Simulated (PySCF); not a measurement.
Isomers of C4H11NSi. Method used: TDDFT PBE0/def2-SVPD, vertical, gas phase, core orbitals frozen in the response (PySCF). Geometries: GFN2-xTB; one conformer of each isolated species. Triplets are in the Tamm–Dancoff approximation.

A. `[H]/N=C\C(C)(C)[SiH3]`
B. `C=CN(C)C[SiH3]`
C. `C[Si@@H](N)C1CC1`
D. `C=N[Si@H](C)CC`

Lowest singlet levels (six at most, fewer where fewer were computed) with oscillator strengths:

1. 193 nm (f 0.015); 174 nm (f 0.024); 167 nm (f 0.007); 164 nm (f 0.042); 162 nm (f 0.017); 159 nm (f 0.013); T1 6.07 eV
2. 252 nm (f 0.044); 223 nm (f 0.140); 222 nm (f 0.025); 217 nm (f 0.080); 209 nm (f 0.013); 203 nm (f 0.024); T1 3.90 eV
3. 244 nm (f 0.003); 189 nm (f 0.001); 181 nm (f 0.146); 173 nm (f 0.039); 168 nm (f 0.019); 166 nm (f 0.014); T1 4.28 eV
4. 310 nm (f 0.000); 197 nm (f 0.080); 191 nm (f 0.027); 181 nm (f 0.019); 180 nm (f 0.032); 177 nm (f 0.097); T1 3.35 eV

Question: Match each spectrum to its molecule.

Answer: 1 = C, 2 = B, 3 = A, 4 = D.
- A: S1 at 5.08 eV, HOMO→LUMO (93%); Löwdin shares by element: HOMO nitrogen 54%, carbon 25% or more, hydrogen 7% or more; LUMO carbon 35% or more, nitrogen 29%, silicon 11% (atoms not listed hold the other 25%); HOMO -7.24 and LUMO -0.32 eV.
- B: S1 at 4.92 eV, HOMO→LUMO (93%); Löwdin shares by element: HOMO carbon 45% or more, nitrogen 33% (atoms not listed hold the other 22%); LUMO silicon 27%, carbon 17% or more, hydrogen 7% or more (atoms not listed hold the other 50%); HOMO -5.56 and LUMO 0.35 eV.
- C: S1 at 6.42 eV, HOMO→LUMO (95%); Löwdin shares by element: HOMO nitrogen 54%, hydrogen 16% or more, silicon 14% (atoms not listed hold the other 16%); LUMO hydrogen 27% or more, silicon 21%, nitrogen 11% (atoms not listed hold the other 41%); HOMO -7.23 and LUMO 0.55 eV.
- D: S1 at 4.00 eV, HOMO→LUMO (99%); Löwdin shares by element: HOMO nitrogen 56%, carbon 16% or more, silicon 9%, hydrogen 6% or more; LUMO carbon 41% or more, nitrogen 34%, hydrogen 13% or more; HOMO -6.84 and LUMO -0.75 eV.
